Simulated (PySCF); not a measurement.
A search over the determinants of SiBi⁺

Unrestricted PBE0; basis Si def2-SVPD, Bi def2-SVPD with ECP60; scalar-relativistic core potentials; PySCF 2.14. Outer shells of the fragments: Si 3s2 3p2; Bi+ 5d10 6s2 6p2.

Followed along the bond (rough minima from three points):

```
2Ms+1  unpaired  ⟨S²⟩ at the start  R at minimum (Å)  Te (eV)
    3      π ↑↑               2.01              2.62     0.00
    1      π ↑↓               1.00              2.62     0.24
    3  σ ↑, π ↑               2.32              2.48     0.55
    1  σ ↑, π ↓               1.34              2.48     0.72
    1      none               0.00              2.64     0.87
```

Solutions found at the starting distance of 2.675 Å, counted from the lowest of them; the search is not exhaustive and high or unbound solutions are not listed, so other states can lie among these:

```json
{"2Ms+1": "3", "unpaired": "π ↑↑", "term": "³Σ⁻", "E (eV)": "0.00", "⟨S²⟩": "2.01", "⟨Lz²⟩": "0.00", "μ (D)": "-3.81"}
{"2Ms+1": "1", "unpaired": "π ↑↓", "term": "mixed", "E (eV)": "0.23", "⟨S²⟩": "1.00", "⟨Lz²⟩": "2.01", "μ (D)": "-3.68"}
{"2Ms+1": "3", "unpaired": "σ ↑, π ↑", "term": "mixed", "E (eV)": "0.70", "⟨S²⟩": "2.32", "⟨Lz²⟩": "1.04", "μ (D)": "-3.95"}
{"2Ms+1": "1", "unpaired": "none", "term": "mixed", "E (eV)": "0.86", "⟨S²⟩": "0.00", "⟨Lz²⟩": "2.00", "μ (D)": "-3.47"}
{"2Ms+1": "1", "unpaired": "σ ↑, π ↓", "term": "mixed", "E (eV)": "0.88", "⟨S²⟩": "1.34", "⟨Lz²⟩": "1.04", "μ (D)": "-3.95"}
{"2Ms+1": "5", "unpaired": "σ ↑, π ↑↑↑", "term": "⁵Π", "E (eV)": "1.24", "⟨S²⟩": "6.01", "⟨Lz²⟩": "1.01", "μ (D)": "-3.54"}
{"2Ms+1": "3", "unpaired": "σ ↑, π ↑↑↓", "term": "mixed", "E (eV)": "1.79", "⟨S²⟩": "3.01", "⟨Lz²⟩": "3.02", "μ (D)": "-3.53"}
{"2Ms+1": "3", "unpaired": "σ ↓, π ↑↑↑", "term": "mixed", "E (eV)": "1.87", "⟨S²⟩": "3.02", "⟨Lz²⟩": "1.01", "μ (D)": "-3.40"}
{"2Ms+1": "3", "unpaired": "π ↑↑", "term": "mixed", "E (eV)": "2.05", "⟨S²⟩": "2.01", "⟨Lz²⟩": "2.01", "μ (D)": "-1.91"}
{"2Ms+1": "5", "unpaired": "σ ↑↑, π ↑↑", "term": "⁵Σ⁻", "E (eV)": "3.88", "⟨S²⟩": "6.00", "⟨Lz²⟩": "0.00", "μ (D)": "-4.44"}
```

A term symbol is given only where ⟨S²⟩ and ⟨Lz²⟩ are close to those of a pure state; real π, δ and φ orbitals otherwise mix terms. A positive dipole points towards Bi; it is taken about the centre of mass and depends on that origin.

Spin–orbit coupling is left out, which matters for elements this heavy, above all for dissociation energies.
